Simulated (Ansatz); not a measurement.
Basis-set series for `[F][Ti]([F])([F])[SH]`. Charge 0, multiplicity 1. The structure was optimised at the PBE0-D4/def2-TZVP level. It is one conformer, not always the lowest.

| functional | basis | functions | energy (Eh) | HOMO (eV) | LUMO (eV) |
| --- | --- | --- | --- | --- | --- |
| PBE0-D4 | def2-SVP | 96 | -1546.95247 | -8.34 | -3.23 |
| PBE0-D4 | def2-QZVPP | 364 | -1547.62718 | -8.42 | -3.16 |
| ωB97M-V | def2-SVP | 96 | -1547.41185 | -10.43 | -0.88 |
| ωB97M-V | def2-QZVPP | 364 | -1548.09020 | -10.57 | -0.87 |

(1) Give the rows for def2-TZVPP. (An estimate is asked.)

## Answers

(1) Ansatz gave: 
```csv
functional,basis,functions,energy (Eh),HOMO (eV),LUMO (eV)
PBE0-D4,def2-TZVPP,213,-1547.58307,-8.42,-3.17
ωB97M-V,def2-TZVPP,213,-1548.04889,-10.56,-0.86
```

Scalar relativity is left out up to krypton.
